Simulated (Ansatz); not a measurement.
`CC(C)(C)C[Si](Cl)(Cl)Cl` + CH₄ → `CC[Si](Cl)(Cl)Cl` + `CC(C)C`  (formal exchange of groups at a C–C bond)

Gas-phase electronic energies from Ansatz, PBE0-D4/def2-TZVP geometries. CBS: MP2 limit from def2 TZ/QZ plus the TZ coupled-cluster correction, frozen cores. This one scheme is used for every species. DFT in def2-TZVPP. Each species was taken in one conformer, which may not be the lowest.

`CC(C)(C)C[Si](Cl)(Cl)Cl`:

Cartesian coordinates in Å:
```
C -1.352 0.906 0.339
C 0.027 0.275 0.506
C 1.096 1.248 0.020
C 0.260 -0.016 1.989
C 0.118 -1.071 -0.237
Si -0.089 -1.266 -2.070
Cl 1.310 -0.271 -3.174
Cl -1.929 -0.713 -2.762
Cl 0.131 -3.259 -2.474
H -1.432 1.800 0.962
H -1.541 1.203 -0.694
H -2.145 0.216 0.639
H 1.087 2.152 0.635
H 2.095 0.808 0.087
H 0.932 1.549 -1.016
H -0.493 -0.706 2.379
H 0.207 0.906 2.574
H 1.244 -0.463 2.153
H -0.621 -1.768 0.182
H 1.095 -1.530 -0.038
```

CH₄:

Z-matrix (Å, degrees):
```
C
H 1 1.090
H 1 1.090 2 109.5
H 1 1.090 2 109.5 3 -120.0
H 1 1.090 2 109.5 3 120.0
```

`CC[Si](Cl)(Cl)Cl`:

```xyz
11

C     0.650   -1.317    0.013
C     0.683    0.195   -0.187
Si   -0.941    1.035    0.091
Cl   -2.358    0.317   -1.190
Cl   -0.766    3.045   -0.207
Cl   -1.599    0.724    1.998
H     1.636   -1.751   -0.162
H    -0.051   -1.793   -0.675
H     0.347   -1.577    1.029
H     1.000    0.453   -1.203
H     1.401    0.669    0.492
```

`CC(C)C`:

Cartesian coordinates in Å:
```
C 0.191 1.413 0.260
C 0.392 -0.056 -0.085
C -0.413 -0.441 -1.317
C 0.036 -0.946 1.097
H 0.790 1.704 1.127
H 0.471 2.060 -0.575
H -0.858 1.613 0.498
H 1.454 -0.207 -0.314
H -1.485 -0.305 -1.135
H -0.253 -1.487 -1.588
H -0.143 0.175 -2.179
H 0.206 -2.001 0.868
H -1.019 -0.829 1.364
H 0.631 -0.694 1.979
```

| level | ΔE (kcal/mol) |
| --- | --- |
| r2SCANh-D4 | 1.6 |
| CCSD/def2-SVP | 2.2 |
| MP2/def2-TZVPP | 3.9 |
| CCSD/def2-TZVPP | 1.4 |

(1) What does CCSD(T)/CBS give? (Estimate.)

Largest T1 diagnostic among the species: 0.009.

Answers

(1) Computed: +2.4 kcal/mol. The listed levels differ from it by -0.8, -0.2, 1.5, -1.0 kcal/mol.

At CCSD(T), def2-SVP lies +0.9 kcal/mol from the extrapolated value and def2-TZVPP +0.2 kcal/mol. In def2-TZVPP, CCSD(T) changes the Hartree–Fock value by +7.1 kcal/mol (the triples alone add +1.3 kcal/mol) and MP2 by +8.3 kcal/mol.

CCSD(T)/CBS has its own doubt, a few kJ/mol and more with outer-core shells, so smaller differences from it don't rank the levels.
